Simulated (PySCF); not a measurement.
C4H13FN2Si2: full NMR table

* Formula: C4H13FN2Si2
* SMILES: C[C@@H]1N[SiH2]N(C)[SiH2][C@H]1F
* InChI: InChI=1S/C4H13FN2Si2/c1-3-4(5)8-7(2)9-6-3/h3-4,6H,8-9H2,1-2H3/t3-,4+/m0/s1
* Point group of the computed structure: C1
* Degrees of unsaturation: 1
* Carbon signals: 4
* Proton signals: 9

Atoms are numbered as in `[CH3:1][C@@H:2]1[NH:3][SiH2:4][N:5]([CH3:6])[SiH2:7][C@H:8]1[F:9]` (H(Xn): hydrogen on atom n). Ha(Si4), Ha(Si7) are cis to C1 on the ring; Hb(Si4), Hb(Si7) are trans to C1 on the ring.

- shieldings: GIAO PBE0/pcSseg-1
- coordinates at the GFN2-xTB level
- run in PySCF 2.14
- non-relativistic Hamiltonian, single conformer, rapidly exchanging positions averaged, in vacuum

Referencing at the same level of theory: ¹H, ¹³C, ²⁹Si against TMS; ¹⁹F against CFCl3; ¹⁵N vs NH3.

```tsv
carbon	δC, type	δH (multiplicity)	HMBC from (2–3 bonds)	span of the C tensor (ppm)
C1	24.5, CH3	1.37 (d)	H(C8), H(C2)	42
C2	51.1, CH	3.16 (m)	Ha(Si7), Hb(Si4), Ha(Si4), Hb(Si7), H(C8), H(C1)	40
C6	30.2, CH3	2.65 (s)	Ha(Si7), Hb(Si4), Ha(Si4), Hb(Si7)	58
C8	91.9, CH	4.03 (m)	Ha(Si7), Hb(Si7), H(C2), H(C1)	93
```

Other nuclei:
```json
{"atoms": "Ha(Si7)", "nucleus": "¹H", "environment": "hydrogen on a silicon bonded to C, N, in a 6-membered ring", "δ (ppm)": "5.08", "σ (ppm)": "26.63"}
{"atoms": "Hb(Si4)", "nucleus": "¹H", "environment": "hydrogen on a silicon bonded to 2 N, in a 6-membered ring", "δ (ppm)": "5.04", "σ (ppm)": "26.67"}
{"atoms": "Ha(Si4)", "nucleus": "¹H", "environment": "hydrogen on a silicon bonded to 2 N, in a 6-membered ring", "δ (ppm)": "4.84", "σ (ppm)": "26.88"}
{"atoms": "Hb(Si7)", "nucleus": "¹H", "environment": "hydrogen on a silicon bonded to C, N, in a 6-membered ring", "δ (ppm)": "4.79", "σ (ppm)": "26.93"}
{"atoms": "H(N3)", "nucleus": "¹H", "environment": "hydrogen on a nitrogen bonded to C, Si, in a 6-membered ring", "δ (ppm)": "0.04", "σ (ppm)": "31.68"}
{"atoms": "F9", "nucleus": "¹⁹F", "environment": "fluorine on an sp3 carbon", "δ (ppm)": "-243.5", "σ (ppm)": "414.4"}
{"atoms": "Si7", "nucleus": "²⁹Si", "environment": "silicon bonded to C, N, 2 H, in a 6-membered ring", "δ (ppm)": "-32.9", "σ (ppm)": "382.0"}
{"atoms": "Si4", "nucleus": "²⁹Si", "environment": "silicon bonded to 2 N, 2 H, in a 6-membered ring", "δ (ppm)": "-35.1", "σ (ppm)": "384.3"}
{"atoms": "N3", "nucleus": "¹⁵N", "environment": "nitrogen bonded to C, Si, H, in a 6-membered ring", "δ (ppm)": "40.3", "σ (ppm)": "227.4"}
{"atoms": "N5", "nucleus": "¹⁵N", "environment": "nitrogen bonded to C, 2 Si, in a 6-membered ring", "δ (ppm)": "7.4", "σ (ppm)": "260.4"}
```

1. Carbon types of the structure: 2 × CH, 2 × CH3, leaving 5 H on heteroatoms.
2. δC 91.9: sp3 CH bonded to F and Si; the inductive effect lowers its shielding.
3. δC 30.2: methyl carbon bonded to N; deshielded by the electronegative neighbour.
4. δH 3.16: hydrogen on an sp3 CH bonded to N; its carbon carries N, an electronegative neighbour.
5. δH 2.65: hydrogen on a methyl carbon bonded to N; its carbon carries N, hence the downfield position.
6. δH 0.04: hydrogen on a nitrogen bonded to C, Si, in a 6-membered ring; exchangeable; this is the value without hydrogen bonding to other molecules.

Exchangeable OH/NH protons stand at their gas-phase positions; hydrogen bonding in a real sample shifts them, mostly to higher δ. Splittings by ¹⁹F in the carbon and heteronuclear signals aren't shown, as no couplings were computed. Shifts are as computed. Against solution values, carbons near 30 ppm lie about +3 ppm off and those near 130 ppm about +5 ppm. Of 1211 compounds with measured shifts, 218 miss one by over three times the rms of a fit or turn the order of signals round; such compounds aren't used in these exercises. Unscaled 19F shifts against computed CFCl3 carry errors that often reach 10 to 50 ppm. Experimental scales use liquid or dissolved standards, which lie at an offset from isolated NH3 (liquid NH3: subtract about 20 ppm). No couplings were computed; multiplicities are counted from neighbouring protons, with m where these are inequivalent, close in shift, in a saturated or five-membered ring or joined by F or P, and br s for small geminal =CH2 splittings.
